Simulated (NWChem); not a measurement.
System: C$_{3}$H$_{2}$F$_{3}$ cation

```xyz
8

C     -1.2992    -1.3598     0.0000
C     -0.0748    -0.7498     0.0000
F      1.0697    -1.3963     0.0000
C      0.0451     0.6821     0.0000
F     -0.9628     1.4585     0.0000
F      1.1777     1.2487     0.0000
H     -2.2312    -0.7725     0.0000
H     -1.3573    -2.4619     0.0000
```
Atoms are numbered in this order, from 1.

Results from NWChem. The geometry was optimised at PBE-D3(BJ)/def2-SVP.

Predict the results for PBE0/def2-SVP. Quantities: highest occupied level (eV); orbital gap (eV).


| Quantity | Value |
|---|---|
| highest occupied level (eV) | -15.13 |
| orbital gap (eV) | 4.90 |
